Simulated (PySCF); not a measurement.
## Two-component Hartree-Fock for Sc²⁺ (scandium, charge +2)

Start: [Ar] 3d1; 3d5/2 filled at m_j = +5/2. Calculated with PySCF 2.14 in x2c-SVPall-2c (5s5p3d1f, 42 functions): generalised Hartree-Fock with the X2C-1e Hamiltonian and a Gaussian nucleus; one run each with spin-orbit coupling (SO) screened by Boettger's factors, then bare. This is a chosen level, not necessarily the ground level.

```csv
spinor shell,electrons,"ε, screened SO (eV)","ε, bare SO (eV)",weight of nominal j (bare SO),"rms radius, bare SO (bohr)"
1s1/2,2,-4552.5,-4552.5,1.000,0.0845
2s1/2,2,-538.81,-538.82,1.000,0.370
2p1/2,2,-444.85,-445.19,0.998,0.338
2p3/2,4,-440.28,-440.12,0.999,0.340
3s1/2,2,-85.505,-85.509,1.000,1.15
3p3/2,4,-58.294,-58.286,0.855,1.27
3p1/2,2,-57.461,-57.486,0.711,1.26
3d5/2,1,-24.494,-24.482,1.000,1.75
```

```csv
quantity,screened SO,bare SO
E (hartree),-762.53756,-762.53765
M_J,5/2,5/2
⟨J²⟩,8.754,8.754
⟨L²⟩,6.003,6.003
⟨S²⟩,0.751,0.751
```

Each row is a mean over spinors that exchange with the open shell spreads, by up to 4.438 eV (3p3/2).

Rows whose weight is well below 1 are mixtures of j = l ± 1/2: exchange outweighs spin-orbit coupling there, and the label is only the starting occupation.
